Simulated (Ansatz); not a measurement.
Stepwise reaction of `[CH3][Nb]([CH3])(=[O])[OH]` with hydrogen fluoride, as a gas-phase model of exchange steps in deposition or etching. ΔE in kJ/mol; ΔG adds harmonic PBE0-D4 terms to CCSD(T)/CBS, at 1 bar.

Calculated with Ansatz (gas phase, PBE0-D4/def2-TZVP geometries, no zero-point term in ΔE). CCSD(T)/CBS adds triple-zeta CCSD(T) − MP2 to the extrapolated MP2 energy (def2 sets, frozen cores). This one scheme is used for every species. Functionals use def2-TZVPP. B3LYP here is the variant with VWN-RPA as its local correlation; programs differ in this. def2 core potentials past Kr. For Nb outer-core shells are correlated without core-valence functions, which leaves a few kJ/mol of doubt a bond. Each species was taken in one conformer, which may not be the lowest.

```tsv
step	reaction	PBE-D4	B3LYP-D4	ωB97M-V	CCSD(T)/CBS	ΔG(400 K)
1	`[CH3][Nb]([CH3])(=[O])[OH]` + H–F → `[CH3][Nb](=[O])([OH])[F]` + CH₄	-219.0	-223.9	-220.0	-207.4	-187.5
```

Task: Give the row of step 2, `[CH3][Nb](=[O])([OH])[F]` + H–F → `[O]=[Nb]([OH])([F])[F]` + CH₄. (An estimate is asked.)

Result: Computed: 
| step | reaction | PBE-D4 | B3LYP-D4 | ωB97M-V | CCSD(T)/CBS | ΔG(400 K) |
| --- | --- | --- | --- | --- | --- | --- |
| 2 | `[CH3][Nb](=[O])([OH])[F]` + H–F → `[O]=[Nb]([OH])([F])[F]` + CH₄ | -186.2 | -190.4 | -187.4 | -173.8 | -164.3 |

Task: By hand: ΔE of the 2 steps together at CCSD(T)/CBS.

Result: (-207.4) + (-173.8) = -381.2 kJ/mol, or -190.6 kJ/mol a step.

In ΔE each step is higher than the one before. All are downhill at CCSD(T)/CBS. ΔG lies between -187.5 and -164.3 kJ/mol a step. PBE-D4 differs from CCSD(T)/CBS by -12.4 to -11.6 kJ/mol a step. Isolated molecules leave out the surface, adducts and barriers. Largest T1 diagnostic: 0.022.
